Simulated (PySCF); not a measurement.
A GIAO shielding run with PySCF 2.14.0 with density-fitted response routines (density fitting, non-relativistic, gas phase) on SMILES C(=C)P(=O)(C=C)C=C, C$_{6}$H$_{9}$OP:

```
$ OMP_NUM_THREADS=1 python probes_run.py task.json out

{"job": {"kind": "nmr", "xc": "BHandHLYP", "basis": "pcSseg-1", "pop": false}, "charge": 0, "multiplicity": 1}
C     -1.938452    -2.067167     0.783247
C     -1.004345    -1.618529    -0.056673
P     -0.296599     0.017335     0.248707
O     -0.882631     0.705112     1.446375
C     -0.529222     0.934717    -1.291757
C     -1.182301     2.096846    -1.242454
C      1.486806    -0.255972     0.369105
C      2.122504     0.164176     1.463942
H     -2.408088    -3.047720     0.660531
H     -2.254223    -1.441369     1.625161
H     -0.659765    -2.209932    -0.913121
H     -0.131970     0.530719    -2.230355
H     -1.356468     2.704040    -2.135888
H     -1.559524     2.465446    -0.282320
H      2.013483    -0.758448    -0.450914
H      3.200155     0.027072     1.594718
H      1.560545     0.661480     2.262048
```

Hardware: 1 thread of an Arm Neoverse V1, shared host.

Task: How large is the calculation?

Result: 68 electrons, 188 basis functions and 994 auxiliary functions.

Task: How long does it take, and how much memory does it need?

Result: 27 s of wall time, with 13 SCF cycles and 6 response iterations; peak memory 1.1 GiB. Times on a shared host scatter by some tens of per cent.

Task: And these other runs on the same molecule and hardware: GIAO shielding at HF/pcSseg-1; GIAO shielding at PBE0/6-311+G(2d,p); GIAO shielding at PBE0/6-31G; GIAO shielding at PBE0/6-31G*; GIAO shielding at PBE0/STO-3G?

Result: HF/pcSseg-1: 188 functions, 16 s; PBE0/6-311+G(2d,p): 278 functions, 56 s; PBE0/6-31G: 94 functions, 12 s; PBE0/6-31G*: 134 functions, 19 s; PBE0/STO-3G: 53 functions, 5.8 s.
